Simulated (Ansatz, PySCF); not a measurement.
Gas-phase reaction (SMILES): NBN + O (H2O) → NB(N)O [diaminoborinic acid] + [H][H] (H2); water cleaves one B-H bond, a model of a ligand-exchange step.

Geometries: B3LYP-D3(BJ)/def2-TZVP minima from Ansatz (a quantum-chemistry and plane-wave program), one conformer each, not searched for the lowest. Valence correlation only, unless marked. Spin-orbit coupling is left out. Non-relativistic. CBS marks a two-point X^-3 extrapolation of the correlation energy; Hartree-Fock from the larger set. Thermal terms are rigid-rotor harmonic-oscillator values from B3LYP-D3(BJ) frequencies (Ansatz or PySCF) at 298.15 K and 1 atm. 1 Eh = 627.5095 kcal/mol.

```tsv
species	E, CCSD(T)/CBS(cc-pVTZ,cc-pVQZ) (Ansatz) (Eh)	E, wB97M-V/def2-TZVPD (Ansatz) (Eh)	H - E (Eh)	G - E (Eh)
NBN	-137.28416	-137.43967	0.07172	0.04195
O (H2O)	-76.37426	-76.43347	0.02495	0.00353
NB(N)O	-212.51342	-212.74136	0.07821	0.04321
[H][H] (H2)	-1.17450	-1.16077	0.01336	-0.00144
```

### Question
Work out ΔE and ΔH, ΔG, ΔS and the equilibrium constant at 298.15 K at the first level, then ΔH at the second.

### Answer

1. ΔE = [(-212.51342) + (-1.17450)] - [(-137.28416) + (-76.37426)] = -0.02950 Eh = -18.5 kcal/mol at CCSD(T)/CBS(cc-pVTZ,cc-pVQZ).
2. The terms H - E add up to -0.00510 Eh, so ΔH = (-0.02950 + (-0.00510))×627.5095 = -21.7 kcal/mol.
3. The terms G - E add up to -0.00371 Eh, so ΔG = -20.8 kcal/mol, and ΔS = (-0.00510 - (-0.00371))×627509.5/298.15 = -2.9 cal/(mol K).
4. log10 K = -ΔG/(RT ln 10) = 15.2, with RT ln 10 = 1.3642 kcal/mol.
5. At wB97M-V/def2-TZVPD the same steps give ΔE = -18.2 and ΔH = -21.4 kcal/mol, a shift of +0.3 from the first level.
6. These values are not checked against measurement here, since the tables used lack a sound gas-phase enthalpy of formation for at least one species.
